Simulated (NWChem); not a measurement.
System: SiCl3F; SMILES F[Si](Cl)(Cl)Cl

Input file for NWChem:

```
start job
memory heap 200 mb stack 900 mb global 1100 mb
geometry units angstroms noautosym nocenter noautoz
  F      0.000000     0.000000     1.838864
  Si     0.000000     0.000000     0.236394
  Cl     1.767476     0.761680    -0.400653
  Cl    -1.543372     1.149839    -0.400653
  Cl    -0.224104    -1.911519    -0.400653
end
basis spherical
  * library def2-svp
end
dft
  xc pbe0
  iterations 150
end
cosmo
  do_cosmo_smd true
  solvent hexane
end
task dft energy
```

NWChem printed, in part:

```
             Northwest Computational Chemistry Package (NWChem) 7.3.0
             --------------------------------------------------------

                             Geometry "geometry" -> ""
                             -------------------------

 Output coordinates in angstroms (scale by  1.889725989 to convert to a.u.)

  No.       Tag          Charge          X              Y              Z
 ---- ---------------- ---------- -------------- -------------- --------------
    1 F                    9.0000     0.00000000     0.00000000     1.83886400
    2 Si                  14.0000     0.00000000     0.00000000     0.23639400
    3 Cl                  17.0000     1.76747600     0.76168000    -0.40065300
    4 Cl                  17.0000    -1.54337200     1.14983900    -0.40065300
    5 Cl                  17.0000    -0.22410400    -1.91151900    -0.40065300

 Effective nuclear repulsion energy (a.u.)     447.8674413284

                                 NWChem DFT Module
                                 -----------------

 Summary of "ao basis" -> "ao basis" (spherical)
 ------------------------------------------------------------------------------
       Tag                 Description            Shells   Functions and Types
 ---------------- ------------------------------  ------  ---------------------
 F                          def2-svp                 6       14   3s2p1d
 Si                         def2-svp                 8       18   4s3p1d
 Cl                         def2-svp                 8       18   4s3p1d

 in cosmo_initialize ...
 calling solv_data for solv:hexane

 solvent parameters
 solvname_short: hexane
 solvname_long:  n-hexane
 dielec:        1.8819
 dielecinf:     1.8903
 nonaqueous SMD model solvent descriptors
 dielec:        1.8819
 sola:          0.0000
 solb:          0.0000
 solc:          0.0000
 solg:         25.7500
 solh:          0.0000
 soln:          1.3749

          ---------------
          -cosmo- solvent
          ---------------
 Cosmo: York-Karplus, doi: 10.1021/jp992097l
 dielectric constant -eps-     =   1.88
 screen = (eps-1)/(eps    )    =   0.46862
 surface charge correction     = lagrangian

   van der Waals surface
 --------------------------

 ---------- ATOMIC COORDINATES (A.U.) ------------ VDWR(ANG.) --
     1    0.00000000    0.00000000    3.47494909     1.730
     2    0.00000000    0.00000000    0.44671989     2.470
     3    3.34004533    1.43936649   -0.75712439     2.380
     4   -2.91655018    2.17288064   -0.75712439     2.380
     5   -0.42349515   -3.61224713   -0.75712439     2.380
 number of segments per atom =        128
 number of   points per atom =        128
 atom (   nspa,  nppa )
 ----------------------
    1 (     64,     0 )       0
    2 (     23,     0 )       0
    3 (     88,     0 )       0
    4 (     88,     0 )       0
    5 (     88,     0 )       0
 number of -cosmo- surface points =      351
 molecular surface =    164.799 angstrom**2
 molecular volume  =    166.452 angstrom**3
 -lineq- algorithm             =   0
 -bem- low  level              =   3
 -bem- from -octahedral-
 gaussian surface charge width =   4.50000
 degree of switching           =   1.00000
 switching function tolerance  =   0.00010
 atomic radii =
 --------------
    1  9.000  1.730
    2 14.000  2.470
    3 17.000  2.380
    4 17.000  2.380
    5 17.000  2.380
 ...... end of -cosmo- initialization ......

 nat:                     5
 ixmem:                  1509
 calling mnsol_interface()
 G(SMD-CDS) energy (kcal/mol)  =    -2.765
 SMD-CDS SASA (angstrom**2)    =   147.447

            General Information
            -------------------
          SCF calculation type: DFT
          Wavefunction type:  closed shell.
          No. of atoms     :     5
          No. of electrons :    74
           Alpha electrons :    37
            Beta electrons :    37
          Charge           :     0
          Spin multiplicity:     1
          Use of symmetry is: off; symmetry adaption is: off
          Maximum number of iterations: 150
          AO basis - number of functions:    86
                     number of shells:    38
          Convergence on energy requested:  1.00D-06
          Convergence on density requested:  1.00D-05
          Convergence on gradient requested:  5.00D-04

              XC Information
              --------------
                         PBE0 Method XC Functional
                     Hartree-Fock (Exact) Exchange  0.250
          PerdewBurkeErnzerhof Exchange Functional  0.750
            Perdew 1991 LDA Correlation Functional  1.000 local
           PerdewBurkeErnz. Correlation Functional  1.000 non-local

             Grid Information
             ----------------
          Grid used for XC integration:  medium
          Radial quadrature: Mura-Knowles
          Angular quadrature: Lebedev.
          Tag              B.-S. Rad. Rad. Pts. Rad. Cut. Ang. Pts.
          ---              ---------- --------- --------- ---------
          F                   0.50       49           8.0       434
          Si                  1.10       88           7.0       590
          Cl                  1.00       88           9.0       590
          Grid pruning is: on
          Number of quadrature shells:   401
          Spatial weights used:  Erf1

      Superposition of Atomic Density Guess
      -------------------------------------

 Sum of atomic energies:       -1766.00161330

      Non-variational initial energy
      ------------------------------

 Total energy =   -1767.088359
 1-e energy   =   -3338.344990
 2-e energy   =    1123.389190
 HOMO         =      -0.421871
 LUMO         =       0.062299

   convergence    iter        energy       DeltaE   RMS-Dens  Diis-err
 ---------------- ----- ----------------- --------- --------- ---------
     COSMO gas phase
 d= 0,ls=0.0,diis     1  -1768.7728444348 -2.22D+03  1.82D-02  9.14D-01
 d= 0,ls=0.0,diis     2  -1768.7089062166  6.39D-02  1.01D-02  1.55D+00
 d= 0,ls=0.0,diis     3  -1768.8778638577 -1.69D-01  1.08D-03  1.84D-02
 d= 0,ls=0.0,diis     4  -1768.8788031432 -9.39D-04  6.06D-04  5.23D-03
 d= 0,ls=0.0,diis     5  -1768.8793498456 -5.47D-04  1.13D-04  1.21D-04
  Resetting Diis
 d= 0,ls=0.0,diis     6  -1768.8793641069 -1.43D-05  1.02D-05  1.00D-06
 d= 0,ls=0.0,diis     7  -1768.8793642162 -1.09D-07  2.86D-06  4.82D-08

   convergence    iter        energy       DeltaE   RMS-Dens  Diis-err
 ---------------- ----- ----------------- --------- --------- ---------
     COSMO solvation phase
 d= 0,ls=0.0,diis     1  -1768.8842665819 -4.90D-03  1.45D-04  4.41D-05
 d= 0,ls=0.0,diis     2  -1768.8842713785 -4.80D-06  5.03D-05  3.68D-05
 d= 0,ls=0.0,diis     3  -1768.8842746175 -3.24D-06  1.15D-05  3.44D-06
 d= 0,ls=0.0,diis     4  -1768.8842748992 -2.82D-07  3.07D-06  1.20D-07

         Total DFT energy =    -1768.884274899220
      One electron energy =    -3338.228266535143
           Coulomb energy =     1237.166453986958
    Exchange-Corr. energy =     -115.613697023424
 Nuclear repulsion energy =      447.867441328434

             COSMO energy =       -0.076206656044

 Numeric. integr. density =       74.000002289496

                                COSMO-SMD solvation results
                                ---------------------------

             internal energy in gas <Psi(g)|H|Psi(g)> =     -1768.879364216160
         internal energy in solvent <Psi(s)|H|Psi(s)> =     -1768.879355631168
                               delta internal energy  =         0.000008584992 (    0.01 kcal/mol)
   total free energy in solvent <Psi(s)|H+V/2|Psi(s)> =     -1768.879868743577
 polarization energy contribution <Psi(s)|V/2|Psi(s)> =        -0.000513112409 (   -0.32 kcal/mol)
    total free energy in solvent including G(SMD-CDS) =     -1768.884274899220
                       G(SMD-CDS) energy contribution =        -0.004406155643 (   -2.76 kcal/mol)
     1 M fixed-concentration free energy of solvation =        -0.004910683060 (   -3.08 kcal/mol)

                       DFT Final Molecular Orbital Analysis
                       ------------------------------------

 Vector   35  Occ=2.000000D+00  E=-3.611238D-01
              MO Center= -7.0D-01, -3.5D-02, -3.1D-01, r^2= 4.3D+00
   Bfn.  Coefficient  Atom+Function         Bfn.  Coefficient  Atom+Function
  ----- ------------  ---------------      ----- ------------  ---------------
    63      0.412133  4 Cl pz                81     -0.334290  5 Cl pz
    60      0.308704  4 Cl pz                78     -0.250393  5 Cl pz
    80      0.189565  5 Cl py                57      0.178477  4 Cl pz
    62      0.177891  4 Cl py                75     -0.144765  5 Cl pz
    77      0.141989  5 Cl py                61     -0.140746  4 Cl px

 Vector   36  Occ=2.000000D+00  E=-3.611196D-01
              MO Center=  7.0D-01,  3.5D-02, -3.1D-01, r^2= 4.3D+00
   Bfn.  Coefficient  Atom+Function         Bfn.  Coefficient  Atom+Function
  ----- ------------  ---------------      ----- ------------  ---------------
    45      0.431026  3 Cl pz                42      0.322850  3 Cl pz
    81     -0.282865  5 Cl pz                78     -0.211873  5 Cl pz
    43      0.198318  3 Cl px                39      0.186657  3 Cl pz
    61      0.160068  4 Cl px                79      0.148309  5 Cl px
    40      0.147563  3 Cl px                63     -0.148029  4 Cl pz

 Vector   37  Occ=2.000000D+00  E=-3.502490D-01
              MO Center=  6.2D-04,  7.3D-04, -3.9D-01, r^2= 4.8D+00
   Bfn.  Coefficient  Atom+Function         Bfn.  Coefficient  Atom+Function
  ----- ------------  ---------------      ----- ------------  ---------------
    79      0.383071  5 Cl px                44      0.354466  3 Cl py
    62     -0.309343  4 Cl py                76      0.286841  5 Cl px
    41      0.265431  3 Cl py                59     -0.231629  4 Cl py
    61     -0.230598  4 Cl px                58     -0.172680  4 Cl px
    73      0.165379  5 Cl px                38      0.153035  3 Cl py

 Vector   38  Occ=0.000000D+00  E=-4.619860D-03
              MO Center= -1.5D-04, -1.3D-04, -2.2D-01, r^2= 3.6D+00
   Bfn.  Coefficient  Atom+Function         Bfn.  Coefficient  Atom+Function
  ----- ------------  ---------------      ----- ------------  ---------------
    17      0.933517  2 Si s                 18      0.708826  2 Si s
    80     -0.466415  5 Cl py                43      0.431142  3 Cl px
    16      0.422853  2 Si s                 61     -0.376510  4 Cl px
    36     -0.282541  3 Cl s                 54     -0.282643  4 Cl s
    72     -0.282733  5 Cl s                 62      0.280581  4 Cl py

 Vector   39  Occ=0.000000D+00  E= 4.017749D-02
              MO Center=  5.0D-06, -6.4D-04,  2.0D-01, r^2= 3.5D+00
   Bfn.  Coefficient  Atom+Function         Bfn.  Coefficient  Atom+Function
  ----- ------------  ---------------      ----- ------------  ---------------
    27      0.986023  2 Si pz                 3     -0.484164  1 F  s
    24      0.344671  2 Si pz                45     -0.263605  3 Cl pz
    63     -0.263555  4 Cl pz                81     -0.263872  5 Cl pz
    30     -0.223447  2 Si d  0              18      0.203793  2 Si s
     6     -0.187409  1 F  pz                 9      0.173947  1 F  pz

 Vector   40  Occ=0.000000D+00  E= 6.325336D-02
              MO Center= -2.0D-01, -1.7D-01,  2.3D-01, r^2= 3.4D+00
   Bfn.  Coefficient  Atom+Function         Bfn.  Coefficient  Atom+Function
  ----- ------------  ---------------      ----- ------------  ---------------
    25      1.093777  2 Si px                36     -0.502070  3 Cl s
    22      0.445887  2 Si px                62     -0.353190  4 Cl py
    43      0.347202  3 Cl px                54      0.315618  4 Cl s
    26      0.290802  2 Si py                79     -0.282075  5 Cl px
    45     -0.220496  3 Cl pz                 7     -0.202836  1 F  px

     Multipole analysis of the density
     ---------------------------------

     L   x y z        total         alpha         beta         nuclear
     -   - - -        -----         -----         ----         -------
     0   0 0 0     -0.000000    -37.000000    -37.000000     74.000000

     1   1 0 0      0.000301      0.000150      0.000150     -0.000000
     1   0 1 0      0.000139      0.000070      0.000070      0.000000
     1   0 0 1     -0.240903      0.421910      0.421910     -1.084724

     2   2 0 0    -40.094479   -188.700125   -188.700125    337.305770
     2   1 1 0     -0.001020     -0.000536     -0.000536      0.000052
     2   1 0 1     -0.000680     -0.000340     -0.000340      0.000000
     2   0 2 0    -40.093353   -188.699559   -188.699559    337.305764
     2   0 1 1      0.000840      0.000420      0.000420      0.000000
     2   0 0 2    -41.761491    -91.233928    -91.233928    140.706366
```

Level: PBE0/def2-SVP, SMD on the gas-phase geometry. Structure relaxed at the PBE0/def2-SVP level. Solvent: n-hexane.
